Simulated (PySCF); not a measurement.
C3H2F3, SMILES F[C](C(F)=C)F (connectivity only; charge and spin as stated), charge +1, multiplicity 1. Atoms are numbered in the order given.

```xyz
8

C     -1.1152    -1.4887     0.0000
C      0.0183    -0.7463     0.0000
F      1.2225    -1.2449     0.0000
C     -0.0369     0.6773     0.0000
F     -1.1185     1.3135     0.0000
F      1.0017     1.3699     0.0000
H     -2.1029    -1.0186     0.0000
H     -1.0450    -2.5824     0.0000
```
Charge +1, spin multiplicity 1.

The structure is a stationary point at PBE0-D3(BJ)/def2-SVP. The spin state was assumed, not searched. The isomer is the one that the SMILES or the coordinates give; other isomers of the formula were not compared. One conformer was computed; it need not be the lowest.

Calculation: PySCF with TDDFT-M06-2X/def2-SVPD.

Vertical excitations. The molecule is in vacuum. State labels are in the subgroup Cs.

| state | symmetry | energy (eV) | λ (nm) | f | main pairs |
|---|---|---|---|---|---|
| S1 | A' | 4.98 | 249 | 0.279 | HOMO→LUMO 101 % |
| S2 | A" | 6.46 | 192 | 0.000 | HOMO−1→LUMO 80 %, HOMO−2→LUMO 15 % |
| S3 | A" | 6.82 | 182 | 0.000 | HOMO−2→LUMO 81 %, HOMO−1→LUMO 14 % |
| S4 | A" | 8.62 | 144 | 0.001 | HOMO−4→LUMO 67 %, HOMO−5→LUMO 28 % |
| S5 | A" | 8.98 | 138 | 0.006 | HOMO−6→LUMO 40 %, HOMO→LUMO+1 34 %, HOMO→LUMO+3 11 % |
| S6 | A" | 9.04 | 137 | 0.024 | HOMO−6→LUMO 45 %, HOMO→LUMO+1 32 %, HOMO→LUMO+3 8 % |
| S7 | A' | 9.37 | 132 | 0.117 | HOMO→LUMO+2 93 % |
| S8 | A" | 9.50 | 130 | 0.002 | HOMO−5→LUMO 65 %, HOMO−4→LUMO 25 % |
| S9 | A' | 9.64 | 129 | 0.082 | HOMO−3→LUMO 96 % |
| S10 | A" | 9.77 | 127 | 0.015 | HOMO→LUMO+3 47 %, HOMO→LUMO+1 30 %, HOMO→LUMO+4 10 % |
| T1 | A' | 2.46 | 503 | 0 | HOMO→LUMO 98 % |
| T2 | A" | 6.07 | 204 | 0 | HOMO−1→LUMO 68 %, HOMO−2→LUMO 27 % |
| T3 | A" | 6.53 | 190 | 0 | HOMO−2→LUMO 68 %, HOMO−1→LUMO 25 % |
| T4 | A' | 7.15 | 173 | 0 | HOMO→LUMO+2 97 % |
Triplets are in the Tamm–Dancoff approximation, which puts them higher than full response would, so one can lie above its singlet here.
